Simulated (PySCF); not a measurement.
## Solvent effects on NMR parameters

Geometry:
```tsv
atom	x (Å)	y (Å)	z (Å)
C1	3.889	1.062	-0.200
C2	2.644	0.580	-0.060
C3	2.355	-0.844	0.001
C4	1.138	-1.416	0.145
B5	-0.251	-0.725	0.284
O6	-0.386	0.637	0.255
C7	-1.655	1.240	0.379
C8	-2.753	0.325	-0.126
C9	-2.635	-1.027	0.551
O10	-1.332	-1.549	0.435
H11	4.087	2.136	-0.242
H12	4.752	0.393	-0.276
H13	1.793	1.261	0.015
H14	3.235	-1.496	-0.080
H15	1.116	-2.511	0.173
H16	-1.635	2.186	-0.184
H17	-1.830	1.497	1.440
H18	-3.742	0.768	0.066
H19	-2.655	0.201	-1.218
H20	-2.895	-0.941	1.623
H21	-3.332	-1.755	0.108
```

GIAO PBE0/pcSseg-1 in PySCF 2.14.0 with density-fitted response routines on one PBE0-D3(BJ)/def2-SVP conformer, non-relativistic, equivalent nuclei averaged. Solvents enter as an IEF-PCM continuum (benzene with ε = 2.3, acetone with ε = 20.5) around the gas-phase geometry. Shifts are referred to TMS, BF3·OEt2 computed in the same medium.

Gas phase, δ in ppm: C3 159.6, C2 146.4, C4 132.1, C1 128.7, C7/C9 62.7, C8 29.4, B5 24.0, H13 7.79, H14 6.77, H11 5.49, H15 5.48, H12 5.43, H16/H17/H20/H21 4.03, H18/H19 1.68. Dipole moment 2.72 D.

(1) How does each δ change in the continuum?

(2) Which of the listed nuclei move most (in ppm), and what does the model miss? (N and O are left out, as their reference compounds move with the solvent too.)

Answers

(1) 
```tsv
atoms	environment	Δδ, benzene	Δδ, acetone
C3	alkene CH	+0.4	+1.1
C2	alkene CH	+0.1	-0.1
C4	alkene CH	+0.6	+0.8
C1	terminal =CH2 carbon	+1.5	+4.1
C7/C9	sp3 CH2 bonded to O	+0.6	+1.4
C8	sp3 CH2 in a ring	+0.2	+0.6
B5	boron bonded to C, 2 O, in a 6-membered ring	+0.3	+0.6
H13	hydrogen on an alkene CH	0.00	-0.04
H14	hydrogen on an alkene CH	+0.06	+0.17
H11	hydrogen on a terminal =CH2 carbon	+0.12	+0.29
H15	hydrogen on an alkene CH	+0.02	+0.02
H12	hydrogen on a terminal =CH2 carbon	+0.12	+0.30
H16/H17/H20/H21	hydrogen on an sp3 CH2 bonded to O	+0.06	+0.13
H18/H19	hydrogen on an sp3 CH2 in a ring	+0.08	+0.17
```

Changes are relative to the gas phase. The dipole moment becomes 2.99 D in benzene, 3.23 D in acetone.

(2) C1 (terminal =CH2 carbon, +4.1 ppm) in acetone. A continuum only polarises the solute; specific hydrogen bonds, the anisotropy of aromatic solvents and changes of geometry or conformer are outside it.
